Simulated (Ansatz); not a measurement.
Abridged output of a molecular run in Ansatz:

```
Functional definition: HF
994 factors; integrals over basis functions are off by at most 1.4e-3 eV
mean field evaluation 1: about -60443.5413 eV, gradient 4.6e1 eV
mean field evaluation 2: about -60443.6208 eV, gradient 4.6e1 eV
mean field evaluation 4: about -60448.3422 eV, gradient 3.4e0 eV
mean field evaluation 8: about -60448.4153 eV, gradient 4.0e-1 eV
mean field evaluation 16: about -60448.4157 eV, gradient 2.7e-6 eV
mean field -60448.41572797 eV, -2221.4383045952 hartree, gradient 2.7e-6 eV, S^2 0.000000; 0 other end points of the search recorded, 0 dependent functions left out
15 core orbitals not correlated: weight in the atoms' cores, before any rotation towards them, 1.000 or more for the frozen orbitals, at most 0.000 for the correlated occupied ones
reference -60448.41572797 eV, -2221.4383045952 hartree; 12, 12 occupied and 136, 136 virtual orbitals, 994 factors
second order -13.52902905 eV of doubles, -0.00000000 eV of singles
cycle   1  -13.38654006 eV  change    1.4e-1 eV  update   1.1e-1
cycle   2  -13.90847100 eV  change   -5.2e-1 eV  update   3.6e-2
cycle   3  -14.00958814 eV  change   -1.0e-1 eV  update   1.8e-2
cycle   4  -13.99598785 eV  change    1.4e-2 eV  update   4.1e-3
cycle   5  -13.99641932 eV  change   -4.3e-4 eV  update   1.9e-3
cycle   6  -13.99648948 eV  change   -7.0e-5 eV  update   5.7e-4
cycle   7  -13.99627141 eV  change    2.2e-4 eV  update   2.6e-4
cycle   8  -13.99629614 eV  change   -2.5e-5 eV  update   8.1e-5
cycle   9  -13.99632440 eV  change   -2.8e-5 eV  update   2.7e-5
perturbative correction -0.59145017 eV, -0.0217353927 hartree
Total energy: -60463.00350254 eV, -2221.9743954226 hartree
```

Its atoms:

Cartesian coordinates in Å:
```
N 0.5091 -0.1733 0.7053
Al -0.4641 0.4046 -0.6680
Ga 0.7572 -1.9762 1.2236
H 0.9807 0.5259 1.2714
H -0.6025 1.9465 -1.0116
H -1.1804 -0.7277 -1.5208
```

(1) Which basis set was used?
A. def2-TZVPP
B. cc-pV(Q+d)Z
C. def2-SVPD
D. cc-pV(D+d)Z

(2) Write the keys of the input that set method, charge and spin (a neutral closed shell needs none for the last two).

## Answers

(1) A. It gives 163 functions.

(2) 
```yaml
correlation: {method: ccsd_t}
```
